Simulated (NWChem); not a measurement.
System: CrHS₂OCl; SMILES [S]=[Cr](=[S])([OH])[Cl]

Here is an NWChem input.

```
start job
memory heap 200 mb stack 900 mb global 1100 mb
geometry units angstroms noautoz
  Cr    -0.100712     0.129387    -0.270039
  S     -1.684989     0.847741     0.703871
  S      1.548886     1.060232     0.356331
  Cl     0.096276    -1.957898     0.140050
  O     -0.331989     0.387824    -1.969790
  H      0.508476     0.498310    -2.464316
end
basis spherical
  Cr library 6-31g*
  S library 6-31g*
  Cl library 6-31g*
  O library 6-31g*
  H library 6-31g*
end
dft
  xc kt2
  iterations 150
  mulliken
end
task dft energy
```

Parts of the log:

```
             Northwest Computational Chemistry Package (NWChem) 7.3.0
             --------------------------------------------------------

 C1  symmetry detected

                             Geometry "geometry" -> ""
                             -------------------------

 Output coordinates in angstroms (scale by  1.889725989 to convert to a.u.)

  No.       Tag          Charge          X              Y              Z
 ---- ---------------- ---------- -------------- -------------- --------------
    1 Cr                  24.0000    -0.00632679     0.06961943    -0.21232580
    2 S                   16.0000    -1.61155442     0.99963593     0.51759225
    3 S                   16.0000     1.64569497     0.88564469     0.55246975
    4 Cl                  17.0000    -0.06877950    -1.99230990     0.34290663
    5 O                    8.0000    -0.01374010     0.22639068    -1.93998318
    6 H                    1.0000     0.88476655     0.22278674    -2.33472024

 Effective nuclear repulsion energy (a.u.)     574.8744433290

                                 NWChem DFT Module
                                 -----------------

 Summary of "ao basis" -> "ao basis" (spherical)
 ------------------------------------------------------------------------------
       Tag                 Description            Shells   Functions and Types
 ---------------- ------------------------------  ------  ---------------------
 Cr                          6-31g*                 12       34   5s4p2d1f
 S                           6-31g*                  8       18   4s3p1d
 Cl                          6-31g*                  8       18   4s3p1d
 O                           6-31g*                  6       14   3s2p1d
 H                           6-31g*                  2        2   2s

            General Information
            -------------------
          SCF calculation type: DFT
          Wavefunction type:  closed shell.
          No. of atoms     :     6
          No. of electrons :    82
           Alpha electrons :    41
            Beta electrons :    41
          Charge           :     0
          Spin multiplicity:     1
          Use of symmetry is: off; symmetry adaption is: off
          Maximum number of iterations: 150
          AO basis - number of functions:   104
                     number of shells:    44
          Convergence on energy requested:  1.00D-06
          Convergence on density requested:  1.00D-05
          Convergence on gradient requested:  5.00D-04

              XC Information
              --------------
                          KT2 Method XC Functional
                        Slater Exchange Functional  1.072 local
                           KT1 gradient correction  1.000 non-local
            Perdew 1991 LDA Correlation Functional  0.577 local

             Grid Information
             ----------------
          Grid used for XC integration:  medium
          Radial quadrature: Mura-Knowles
          Angular quadrature: Lebedev.
          Tag              B.-S. Rad. Rad. Pts. Rad. Cut. Ang. Pts.
          ---              ---------- --------- --------- ---------
          Cr                  1.40      112           8.0       590
          S                   1.00       88          10.0       590
          Cl                  1.00       88          10.0       590
          O                   0.60       49           9.0       434
          H                   0.35       45          11.0       434
          Grid pruning is: on
          Number of quadrature shells:   470
          Spatial weights used:  Erf1

      Superposition of Atomic Density Guess
      -------------------------------------

 Sum of atomic energies:       -2372.68658766

      Non-variational initial energy
      ------------------------------

 Total energy =   -2373.002283
 1-e energy   =   -4418.523380
 2-e energy   =    1470.646653
 HOMO         =      -0.311043
 LUMO         =      -0.068739

     ---------------------------------------------
      Total Density - Mulliken Population Analysis
     ---------------------------------------------

    Atom       Charge   Shell Charges
 -----------   ------   -------------------------------------------------------
    1 Cr  24    21.09   2.00  2.00  6.00  2.00  6.00  0.52  0.63  0.03  0.04  0.75  1.09  0.02
    2 S   16    16.94   2.00  2.00  5.98  1.38  3.42  0.50  1.65  0.02
    3 S   16    16.93   2.00  2.00  5.98  1.37  3.41  0.50  1.65  0.02
    4 Cl  17    17.49   2.00  2.00  5.98  1.39  3.80  0.54  1.78  0.01
    5 O    8     9.12   2.00  0.94  3.17  0.94  2.06  0.01
    6 H    1     0.43   0.34  0.09

[...]
```

Level: KT2/6-31G* (spherical d). Geometry: optimised at PBE-D3(BJ)/def2-SVP. Not confirmed as a minimum by frequencies.
